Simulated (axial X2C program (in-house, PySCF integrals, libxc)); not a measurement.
KRb⁻: from the spin-free to the two-component result

Calculated with an in-house relativistic program for diatomic molecules. Spin-free means the one-electron spin-free X2C Hamiltonian; two-component (2c) means X2C with spin–orbit coupling and atomic mean-field two-electron Coulomb and Gaunt terms, so the difference of the two also holds small scalar two-electron terms. Basis: Rb dyall-av3z [13s14p9d2f], K dyall-av3z [12s13p5d2f] (cores contracted in-house); Gaussian nuclei, density fitting, unrestricted open shells. Masses: Rb 84.912 u, K 38.964 u.

Spin-free state: M_S = 1/2, Λ = 0 (beyond evenly filled blocks: σα); fragments Rb + K- for PBE0, r2SCAN, PBEsol; Rb- + K for HF.

```tsv
level	Re (Å)	ωe (cm⁻¹)	De (eV)	μ (D)
PBE0	4.657	47.6	0.552	-3.78
HF	5.293	39.2	0.497	-4.51
r2SCAN	4.746	45.3	0.562	-3.93
PBEsol	4.539	49.0	0.589	-3.71
```

Dipoles are positive if K is the positive end and refer to the centre of mass.

Two-component determinant lowest at the distance of the search:

Ω = 1/2 (⟨Sz⟩ = 0.50, ⟨Lz⟩ = 0.00 at PBE0); fragments Rb + K- for PBE0, r2SCAN, PBEsol; Rb- + K for HF.

```csv
level,Re (Å),ωe (cm⁻¹),De (eV),μ (D)
PBE0,4.655,47.6,0.552,-3.78
HF,5.292,39.2,0.497,-4.51
r2SCAN,4.744,45.3,0.562,-3.93
PBEsol,4.537,49.0,0.589,-3.70
```

Task: From the two tables, how do the constants change at the PBE0 level (2c against spin-free)?

Result: At the PBE0 level Re drops by 0.002 Å and ωe doesn't move by more than 0.2 cm⁻¹; De changes by 0.000 eV.

The state is one determinant whose occupation by symmetry is held fixed; it was picked as the lowest of a PBE0 search that is not exhaustive. Dissociation energies refer to the lowest single-determinant-based atoms at the same level and basis. Density functionals use the spin component along the axis (collinear). The highest occupied level of some functionals is positive through self-interaction error; at Hartree–Fock it is bound. The determinant is spin-polarised beyond a pure state at some levels (its spin-free form has ⟨S²⟩ too high), which makes Re and μ there less reliable. Hartree–Fock gets electron affinities wrong, so its lowest charge split need not be the true one.
